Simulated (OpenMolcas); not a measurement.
**5d² along the 70-electron sequence**

```yaml
Program: OpenMolcas 26.06
Method: CASSCF
Basis: ANO-RCC-VQZP
Scalar_Hamiltonian: DKH2, point nucleus
Spin-orbit_coupling: state interaction with AMFI integrals over the reference wave functions, term energies averaged over their components
```

Active space for each ion: 2 electrons in 10 orbitals (5d 6d).

Computed levels in cm-1 above ³F₂:

| Level | W4+ | Re5+ | Os6+ | Ir7+ |
| --- | --- | --- | --- | --- |
| ³F₃ | 6121 | 7907 | 9806 | 12072 |
| ³F₄ | 11628 | 14672 | 17819 | 21441 |
| ³P₀ | 14868 | 16557 | 18216 | 19837 |
| ³P₁ | 18151 | 21000 | 23927 | 27150 |
| ¹G₄ | 24602 | 28750 | 33079 | 37975 |
| ³P₂ | 24909 | 29752 | 34785 | 40500 |
| ¹S₀ | 49283 | 56187 | 63181 | 70684 |
| weight of ³F in the lowest level (%) | 92 | 91 | 90 | 89 |

Mixed levels, with the weight of the term that names them: W4+ ³P₂ (60 %), Re5+ ³P₂ (58 %), Os6+ ³P₂ (56 %), Ir7+ ³P₂ (55 %).

Measured, with the error of the calculation in %. Measured levels: W4+ from the list in J. Phys. B 45, 065001 (2012); Os6+, Ir7+ from van het Hof, Joshi, Wyart and Sugar, J. Res. Natl. Inst. Stand. Technol. 100, 687 (1995).

```csv
Level,W4+,Os6+,Ir7+
³F₃,,10308 (-4.9),12672 (-4.7)
³F₄,11519 (+0.9),,21615 (-0.8)
³P₀,12839 (+15.8),15837 (+15.0),17254 (+15.0)
³P₁,16331 (+11.1),22098 (+8.3),25221 (+7.6)
¹G₄,22346 (+10.1),31274 (+5.8),36253 (+4.7)
³P₂,22615 (+10.1),33127 (+5.0),38878 (+4.2)
¹S₀,43110 (+14.3),57710 (+9.5),65022 (+8.7)
```

The fine-structure level ³F₄ changes by a factor of 1.84 from W4+ to Ir7+. Its fourth root runs 10.38, 11.01, 11.55, 12.10, with steps per unit of Z of 0.62, 0.55, 0.55; equal steps would mean a (Z - σ)^4 law with constant σ.

³P₀ changes by a factor of 1.33 over the same range, with steps per unit of Z of +1690, +1660, +1620 cm-1.

Without dynamic correlation excited terms often stand tens of per cent too high (terms of higher spin than the ground term too low), and those without a measured partner can miss by more than the paired ones. Active for correlation alone: 6d; no level in the range computed is led by a configuration that fills it, so any true level of that kind is missing. Computed and measured levels are paired by configuration, term and J; levels that our copy of the source lacks, or whose pairing is in doubt (as where it misses far off the trend of its configuration), stay unpaired and out of the deviations. Levels of configurations outside the active space are missing.
